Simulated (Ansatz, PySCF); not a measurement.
H5NOSeSi, SMILES N[Se]O[SiH3]. Atoms are numbered in the order given.

```xyz
9

Se    -0.8975    -0.0002     0.5746
N     -1.0015     1.7496     0.1625
H     -0.4171     2.3722     0.7172
H     -0.9846     1.9832    -0.8281
O      0.8344    -0.4788     0.1182
Si     1.1900    -0.8703    -1.4740
H      0.4596    -2.0918    -1.9228
H      2.6581    -1.1054    -1.5398
H      0.8305     0.2558    -2.3914
```

Coordinates come from a B3LYP-D3(BJ)/def2-SVP optimisation. The structure was generated by enumeration, and PubChem lists no compound with its InChIKey, so it may never have been made. The values are those of a single conformer.

Two levels are set side by side: PBE-D3(BJ)/def2-SVP (Ansatz, a first-principles code) and B3LYP-D3(BJ)/def2-SVP (Ansatz). Each level has its own optimised geometry; the coordinates shown are those of the second. Frequencies come from the Hessian of PySCF at each geometry. Differences are taken from unrounded values.

```tsv
quantity	B3LYP-D3(BJ)	PBE-D3(BJ)	PBE-D3(BJ) minus B3LYP-D3(BJ)
mean bond length (Å)	1.481	1.494	0.013
bond Se1–N2 (Å)	1.801	1.805	0.005
bond Se1–O5 (Å)	1.854	1.879	0.025
bond O5–Si6 (Å)	1.678	1.695	0.017
bond N2–H3 (Å)	1.018	1.026	0.008
bond N2–H4 (Å)	1.018	1.026	0.008
bond Si6–H7 (Å)	1.492	1.506	0.014
bond Si6–H8 (Å)	1.488	1.503	0.014
bond Si6–H9 (Å)	1.496	1.511	0.014
highest harmonic wavenumber (cm⁻¹)	3624	3542	-82
mean harmonic wavenumber (cm⁻¹)	1165	1129	-36
zero-point energy (kcal/mol)	34.97	33.90	-1.07
```

Exact exchange shortens and stiffens bonds; PBE has none. Differences between two approximate levels are no errors against the true value.
